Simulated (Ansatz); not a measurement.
A structure relaxed at PBE-D4/def2-TZVP in Ansatz, charge 0, singlet:

```xyz
4

Al   -0.057   -0.244    0.030
H     0.961   -1.142    0.854
H    -1.405   -0.777   -0.614
I     0.501    2.163   -0.270
```

(1) Give its formula, name or SMILES and point group.

(2) Summarise the bond lengths by kind (pairs closer than 1.2 times the sum of covalent radii, bridged metal pairs left out).

Answers

(1) AlH2I. Point group C2v (tolerance 0.1 Å).

(2) 1 × Al–I 2.49 Å; 2 × Al–H 1.59 Å.

In the def2 sets I takes a core potential; there is no spin–orbit coupling.
